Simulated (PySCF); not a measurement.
# Fractional electron number in Cr (chromium, neutral)

The 4s alpha orbital of [Ar] 3d5 4s1 is emptied in steps (occupation f), with all orbitals relaxed, ending at [Ar] 3d5. All numbers are calculated (PySCF 2.14, the spin-free X2C one-electron Hamiltonian (Gaussian nucleus), in x2c-TZVPall (6s5p4d1f, 48 functions)). The exact energy is a straight line in f; departures are measured from the line between the end points of the same method.

```
  f  BHandHLYP (eV)  TPSS (eV)
  1           0.000      0.000
0.9          -0.123     -0.252
0.7          -0.288     -0.589
0.5          -0.344     -0.703
0.3          -0.289     -0.592
0.1          -0.124     -0.255
  0           0.000      0.000
```

```tsv
method	E(f=0) − E(f=1) (eV)	−ε at f=1 (eV)	−ε at f=0.5 (eV)
BHandHLYP	6.623	5.255	6.622
TPSS	7.242	4.449	7.234
```

Orbital energy along the path (eV):

| f | BHandHLYP | TPSS |
| --- | --- | --- |
| 1 | -5.255 | -4.449 |
| 0.9 | -5.526 | -5.001 |
| 0.7 | -6.071 | -6.114 |
| 0.5 | -6.622 | -7.234 |
| 0.3 | -7.173 | -8.359 |
| 0.1 | -7.723 | -9.499 |
| 0 | -7.993 | -10.089 |

Reference removal energy between the ground levels: 6.767 eV (measured; NIST Atomic Spectra Database, ionization energies).
